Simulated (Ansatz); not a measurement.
A run for Ansatz (a program for electronic structure): R-PBE/def2-TZVPPD on GeH10Si2 (a complex), monomers drawn apart or pushed together. Files ending in .json are basis or fitting sets from the Basis Set Exchange.

Ansatz 0.2 input:
```yaml
crystal:
  periodic: [false, false, false]
  atoms:
    - {symbol: Ge, position_ang: [0.01233141, 0.13777355, 0.04474913]}
    - {symbol: H, position_ang: [-1.31819227, 0.71739864, -0.45656267]}
    - {symbol: H, position_ang: [0.68985238, 1.14778768, 0.98215662]}
    - {symbol: H, position_ang: [0.93404062, -0.14895454, -1.15010930]}
    - {symbol: H, position_ang: [-0.25299990, -1.16594684, 0.81128662]}
    - {symbol: Si, position_ang: [1.16515049, -0.01175328, 3.70989833]}
    - {symbol: Si, position_ang: [-1.17486037, -0.11469230, 3.59284445]}
    - {symbol: H, position_ang: [1.62312508, 1.39627997, 3.62784244]}
    - {symbol: H, position_ang: [1.78609554, -0.77999649, 2.60535197]}
    - {symbol: H, position_ang: [1.62456588, -0.58479380, 4.99923985]}
    - {symbol: H, position_ang: [-1.76490661, 0.50115062, 4.80681291]}
    - {symbol: H, position_ang: [-1.62624511, -1.52477039, 3.50929494]}
    - {symbol: H, position_ang: [-1.68188231, 0.61500049, 2.40619730]}
basis:
  gaussian:
    orbitals: def2-TZVPPD.json
hamiltonian:
  xc: {name: PBE}
scf: {lower_state_search: off}
```

It printed:

```
WARN ansatz: RAYON_NUM_THREADS=1 ignored (pool sized by the plan → 1); use --threads N
Functional definition: PBE
these checks for a lower state are left out or cut short: stability, starts, cluster_reference, orbital_swaps, neighbouring_geometries, increment
integrals: 0.38 GiB planned
1573 factors; their error is unknown
mean field: 2.11 GiB planned
mean field evaluation 1: about -72416.4512 eV, gradient 3.1e1 eV
mean field evaluation 2: about -72417.6284 eV, gradient 3.1e1 eV
mean field evaluation 4: about -72418.5270 eV, gradient 9.1e-1 eV
mean field evaluation 8: about -72418.4920 eV, gradient 3.9e-1 eV
mean field evaluation 16: about -72418.4922 eV, gradient 1.4e-5 eV
mean field -72418.49217531 eV, -2661.3305004257 hartree, gradient 4.2e-6 eV, S^2 0.000000; 0 other end points of the search recorded, 0 dependent functions left out
reference -72418.49223135 eV, -2661.3305024851 hartree; 35, 35 occupied and 285, 285 virtual orbitals, 1573 factors
Total energy: -72418.49223135 eV, -2661.3305024851 hartree
Checks for a lower state left out: stability, starts, cluster_reference, orbital_swaps, neighbouring_geometries, increment
```

The run converged.

Cost: around 5 core-seconds (rough).
